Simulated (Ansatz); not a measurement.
CH4N2Sn, relaxed with RKS PBE0-D4/def2-TZVP in Ansatz from a PBE-D4/def2-SVP geometry. The force threshold is 0.005 eV/Å; the program also tests the step.

Charge 0, multiplicity 1. Sn takes the def2 core potential. The bonds changed during the relaxation, so this is another structure than the one it started from.

Start:

```xyz
8

N     0.423    1.110   -2.185
C     0.432    0.701   -1.034
N     0.413    0.091    0.050
Sn   -1.337   -1.403    0.957
H    -0.008    1.999   -2.456
H     1.167    0.241    0.731
H     0.076   -2.384    1.512
H    -1.166   -0.356    2.424
```

```csv
step,energy (eV),largest force (eV/Å),largest move (Å)
1,-9909.2041,1.005,0.000
2,-9909.2451,0.298,0.078
3,-9909.2495,0.206,0.045
4,-9909.2529,0.200,0.034
5 (rejected),-9909.2519,0.380,0.020
6,-9909.2554,0.038,0.010
7,-9909.2555,0.023,0.003
8,-9909.2556,0.010,0.006
9,-9909.2556,0.015,0.005
10,-9909.2556,0.012,0.007
11,-9909.2556,0.011,0.002
12,-9909.2556,0.006,0.002
13,-9909.2556,0.006,0.003
14,-9909.2556,0.005,0.002
15,-9909.2556,0.005,0.003
16,-9909.2557,0.008,0.005
17,-9909.2557,0.009,0.008
18,-9909.2557,0.010,0.009
19,-9909.2557,0.010,0.004
20,-9909.2557,0.009,0.002
21,-9909.2557,0.007,0.001
22,-9909.2557,0.005,0.001
```

End:

```xyz
8

N     0.400    1.098   -2.145
C     0.430    0.672   -1.021
N     0.435    0.077    0.053
Sn   -1.304   -1.382    0.930
H    -0.037    1.977   -2.384
H     1.198    0.227    0.701
H     0.072   -2.345    1.510
H    -1.194   -0.324    2.355
```

Hardware: 2 threads of an Arm Neoverse V1 on a shared host. Wall time 87 s, peak host memory 0.36 GiB.
